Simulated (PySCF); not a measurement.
Species: C6H16N2.
Structure used (PBE0-D3(BJ)/def2-SVP), in Å, numbered top down from 1:
```xyz
24
C6H16N2 angstrom
C     -2.1408   -1.8737   -0.1182
C     -0.7480   -1.4309   -0.5311
C     -0.4446    0.0286   -0.1874
C      1.0282    0.3877   -0.4204
C      2.0124   -0.2000    0.5783
N      3.3508    0.3040    0.3328
N     -1.3693    0.8873   -0.9083
C     -1.4853    2.2408   -0.4300
H     -2.3626   -2.8948   -0.4632
H     -2.8917   -1.1886   -0.5369
H     -2.2523   -1.8602    0.9781
H      0.0123   -2.0796   -0.0665
H     -0.6207   -1.5558   -1.6227
H     -0.6631    0.1755    0.8885
H      1.3102    0.0725   -1.4439
H      1.1523    1.4823   -0.3917
H      1.7091    0.1118    1.5934
H      1.9380   -1.3085    0.5682
H      3.6778   -0.0091   -0.5800
H      4.0066   -0.0752    1.0121
H     -1.1455    0.8731   -1.9014
H     -1.8717    2.2371    0.6025
H     -2.2136    2.7919   -1.0444
H     -0.5430    2.8299   -0.4223
```

The calculation used PBE0-D3(BJ)/def2-SVP geometry optimisation, gas phase (PySCF).

Take the most abundant isotopes and a rigid rotor. The values belong to one conformer with, in the numbering `[CH3:1][CH2:2][C@@H:3]([CH2:4][CH2:5][NH2:6])[NH:7][CH3:8]`, C1–C2–C3–C4 171°, C2–C3–C4–C5 -72°, C3–C4–C5–N6 -175°, C4–C5–N6–H -64° and 179°, C2–C3–N7–C8 163°.

**Question.** Give the principal moments of inertia and the rotational constants in MHz.

**Answer.** Ia = 211.10, Ib = 441.10, Ic = 605.75 u·Å²; 505379 MHz·u·Å²/I gives A = 2394, B = 1146, C = 834.3 MHz.

**Question.** Classify the top.

**Answer.** An asymmetric top. Ray's parameter κ = (2B − A − C)/(A − C) = -0.601; −1 is the prolate and +1 the oblate limit.

**Question.** What does the inertial defect say?

**Answer.** Not planar: Δ = Ic − Ia − Ib = -46.45 u·Å². For a rigid frame Δ = −2 Σ m c², so Σ m c² = 23.22 u·Å² lies off the ab plane: 14.91 from hydrogen and 8.31 from heavier atoms. The atom farthest from that plane is 1.47 Å away.

**Question.** Predict some low-J microwave lines.

**Answer.** The dipole components are |μa| = 0.90 D, |μb| = 0.73 D, |μc| = 0.61 D. Intensities carry the squares of the components, which stand as 1.00 : 0.66 : 0.45 (a : b : c). Some lines, for components of 0.1 D or more:

```
type  branch         J(Ka,Kc)    MHz  lower level (cm⁻¹)
   b       R  5(3,2) ← 4(4,1)    421               1.411
   a       Q  5(2,3) ← 5(2,4)   1457               1.173
   b       R  2(0,2) ← 1(1,1)   2660               0.108
   c       Q  4(2,3) ← 4(1,3)   2770               0.754
   b       R  1(1,1) ← 0(0,0)   3228               0.000
   b       Q  3(2,2) ← 3(1,3)   5176               0.411
   c       Q  4(3,2) ← 4(2,2)   6485               0.870
   b       Q  4(3,1) ← 4(2,2)   6522               0.870
   b       R  4(0,4) ← 3(1,3)   6785               0.411
   a       R  4(2,3) ← 3(2,2)   7880               0.584
   b       R  4(1,4) ← 3(0,3)   7897               0.388
   a       R  4(1,3) ← 3(1,2)   8423               0.473
   a       R  5(0,5) ← 4(0,4)   9134               0.637
   b       Q  4(4,1) ← 4(3,2)   9750               1.086
   a       R  5(3,3) ← 4(3,2)  10028               1.086
   b       R  3(2,1) ← 2(1,2)  10867               0.229
   b       R  4(3,2) ← 3(2,1)  14811               0.592
   c       R  5(3,2) ← 4(2,2)  16656               0.870
   c       R  4(4,1) ← 3(3,1)  17759               0.819
   b       R  4(4,0) ← 3(3,1)  17759               0.819
   b       R  5(5,1) ← 4(4,0)  22545               1.411
```

**Question.** Estimate the classical rotational partition function at 10 K, 200 K and 298.15 K.

**Answer.** Point group C1, symmetry number σ = 1; q = (√π/σ)·√((kT/h)³/(ABC)), k/h = 20836.6 MHz/K: 3520 at 10 K, 315000 at 200 K, 574000 at 298.15 K.

Stationary, but not proved a minimum. Constants of a rigid frame at the computed geometry: no zero-point averaging, no centrifugal distortion. A rigid rotor knows nothing of inversion at nitrogen or internal rotation, which can split or shift real lines. Quadrupole hyperfine structure (14N) is left out.
